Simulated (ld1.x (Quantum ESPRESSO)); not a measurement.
## Reading a pseudo-wave (carbon (C))

Columns: radius, all-electron u(r) and pseudo u(r) of the 2s shell (level -13.75 eV) of carbon in the configuration [He] 2s2 2p2; PBE, scalar-relativistic, TM scheme, ld1.x (Quantum ESPRESSO) 7.5.

```tsv
r (bohr)	all-electron	pseudo
0.152	0.3480	-0.1182
0.305	0.1431	-0.2191
0.458	-0.1626	-0.3133
0.610	-0.4268	-0.4484
0.762	-0.6195	-0.6195
0.915	-0.7421	-0.7421
1.068	-0.8043	-0.8043
1.220	-0.8207	-0.8207
1.372	-0.8053	-0.8053
1.525	-0.7686	-0.7686
1.678	-0.7189	-0.7189
1.830	-0.6628	-0.6628
1.982	-0.6042	-0.6042
2.135	-0.5455	-0.5455
2.288	-0.4889	-0.4889
2.440	-0.4361	-0.4361
2.592	-0.3871	-0.3871
2.745	-0.3421	-0.3421
2.898	-0.3014	-0.3014
3.050	-0.2650	-0.2650
3.202	-0.2325	-0.2325
3.355	-0.2035	-0.2035
3.508	-0.1778	-0.1778
3.660	-0.1552	-0.1552
3.812	-0.1354	-0.1354
3.965	-0.1178	-0.1178
```

Q: How many radial nodes do the two functions have?

A: The all-electron 2s function has n − l − 1 = 1; the pseudo-wave has 0, since the states of the same l below it are removed with the core.

Q: At about which radius was the pseudo-wave matched?

A: 0.80 bohr, where the columns begin to agree (steps of 0.15 bohr).

Q: Is the pseudo-wave norm-conserving?

A: Yes: the TM scheme keeps the norm inside the radius equal to the all-electron one, which fixes the energy derivative of the logarithmic derivative at the level.
